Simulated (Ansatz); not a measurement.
Energy profile

The step: Si₂H₆O ([SiH3][O][SiH3]) + SiH₃ → Si₂H₅O ([SiH2][O][SiH3]) + SiH₄; bonds formed: H1–Si5; bonds broken: H1–Si2 (atoms numbered as in the saddle structure below).

```
13
angstrom
H 0.7298 -1.0924 -0.4404
Si 1.3438 -0.5619 1.1488
O 0.3444 0.6986 1.4441
Si -0.9113 1.6375 0.9808
Si -0.2013 -1.1867 -1.9450
H 2.7481 -0.0658 1.1011
H 1.1853 -1.5724 2.2326
H -2.0547 0.7892 0.5501
H -1.3184 2.4704 2.1389
H -0.5064 2.5147 -0.1480
H -0.7422 0.1628 -2.2651
H -1.3191 -2.1513 -1.7621
H 0.7019 -1.6428 -3.0362
```

Electronic energies by CCSD(T) at an estimated basis limit (MP2 extrapolated from triple and quadruple zeta, plus CCSD(T) − MP2 in triple zeta), on PBE0-D4/def2-TZVP structures; Si$_{3}$H$_{9}$O, doublet; no counterpoise correction; spin–orbit coupling, which lowers free halogen atoms and radicals such as OH and SH, is left out. Computed with Ansatz 0.2.0 (basis: def2-TZVPP and def2-QZVPP); correlated methods freeze the cores; orbitals are unrestricted. Extrapolation: Hartree–Fock as exp(−7.88 √X), correlation as X^−2.97.

Problem. Give the profile in kcal/mol, counted from the separated reactants. (An estimate is asked for; the value comes from the calculation.)

Solution. Computed:
```csv
point,kcal/mol
"separated: Si$_{2}$H$_{6}$O (linked as [SiH3][O][SiH3]; H1, Si2, O3, Si4, H6, H7, H8, H9, H10; singlet) + SiH$_{3}$ (Si5, H11, H12, H13; doublet)",0.00
start structure,-1.47
saddle,11.66
end structure,-0.06
"separated: SiH$_{4}$ (H1, Si5, H11, H12, H13; singlet) + Si$_{2}$H$_{5}$O (linked as [SiH2][O][SiH3]; Si2, O3, Si4, H6, H7, H8, H9, H10; doublet)",1.55
```

The T1 diagnostic stays at or below 0.016. ⟨S²⟩ of the unrestricted Hartree–Fock references: 0.75 to 0.78 (a pure state has 0.75).

Radical steps of this kind take place in plasma deposition and etching.

For scale, one of the runs: CCSD(T)/def2-TZVPP, 283 basis functions, launched by `ansatz run in.yaml --threads 4 --pin off --events-out ev --progress --plain --max-ram 46080MiB --backend cuda --devices 0, --max-vram 37GiB`. The run took 47 s on 4 CPU threads of an AMD EPYC 7R13 and a share of one NVIDIA H100 (shared host), with 1.2 GiB of host memory at its peak.
